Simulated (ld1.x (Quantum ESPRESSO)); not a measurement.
Dy: variants of one TM potential

Base potential:

ld1.x (Quantum ESPRESSO) 7.5 input, shortened:

```
&input
   title='Dy', zed=66., rel=2, dft='PBE', iswitch=3,
   config='[Xe] 4f10 5d0 6s1.5 6p0.5', rel_dist='average'
 /
 &inputp
   pseudotype=2, tm=.true., lloc=0,
   nlcc=.false.
 /
4
5P  2  1   6.00   0.00  2.10  2.10  0.0
5D  3  2   0.00   0.00  2.35  2.35  0.0
4F  4  3  10.00   0.00  1.10  1.10  0.0
6S  1  0   1.50   0.00  3.00  3.00  0.0
 &test
   configts(1)='4f10 5p6 5d0 6s1.5 6p0.5'
 /
```

Open shells are filled in proportion to 2j + 1 (rel_dist='average').

Occupied shells without a wave of their own: 6p. They enter only through the test configuration that unscreens the potential.

Cutoffs, loose and tight: the cutoffs (Ry, on a coarse ladder) from which the occupation-weighted sum of valence levels, in a spherical-Bessel basis at the reference potential, stays within 10 and 1 mRy of its value at 400 Ry. They do not see the model core or the augmentation charge, which bear on the density cutoff. Test errors are all-electron minus pseudo excitation energies from the reference, over the configurations 4f10 5p6 5d0 6s2 6p0; 4f10 5p6 5d0 6s1 6p0; 4f10 5p6 5d0 6s0 6p0; 4f10 5p6 5d1 6s0 6p0; 4f10 5p6 5d0 6s1.5 6p0; 4f9 5p6 5d1 6s1 6p0; 4f8 5p6 5d0 6s0 6p0. A dash means not determined; rows that change the core or the reference have their own tests.

```tsv
change	outcome	cutoff, loose	cutoff, tight	bound ghosts	largest test error (meV)
base	generated, misses its reference levels by 0.32 eV	300 Ry	over 300 Ry	none	-3863
wave 5p (bound): rc 2.10 bohr becomes 5p (bound): rc 1.36 bohr	generated, misses its reference levels by 0.33 eV	300 Ry	over 300 Ry	none	-4225
wave 5p (bound): rc 2.10 bohr becomes 5p (bound): rc 1.74 bohr	generated, misses its reference levels by 0.33 eV	300 Ry	over 300 Ry	none	-4086
wave 5p (bound): rc 2.10 bohr becomes 5p (bound): rc 1.90 bohr	generated, misses its reference levels by 0.33 eV	300 Ry	over 300 Ry	none	-3994
wave 5p (bound): rc 2.10 bohr becomes 5p (bound): rc 2.30 bohr	generated, misses its reference levels by 0.32 eV	300 Ry	over 300 Ry	none	-3748
wave 5p (bound): rc 2.10 bohr becomes 5p (bound): rc 2.62 bohr	generated, misses its reference levels by 0.32 eV	300 Ry	over 300 Ry	none	-3664
wave 5p (bound): rc 2.10 bohr becomes 5p (bound): rc 2.90 bohr	generated, misses its reference levels by 0.32 eV	300 Ry	over 300 Ry	none	-3663
wave 5p (bound): rc 2.10 bohr becomes 5p (bound): rc 3.18 bohr	generated, misses its reference levels by 0.33 eV	300 Ry	over 300 Ry	none	-3730
```

Reading the sweep of the p radius (base included, trends over the rows without a ghost): The loose cutoff stays near 300 Ry. The median size of the test errors (rows with all tests solved) stays near 233.3 meV.
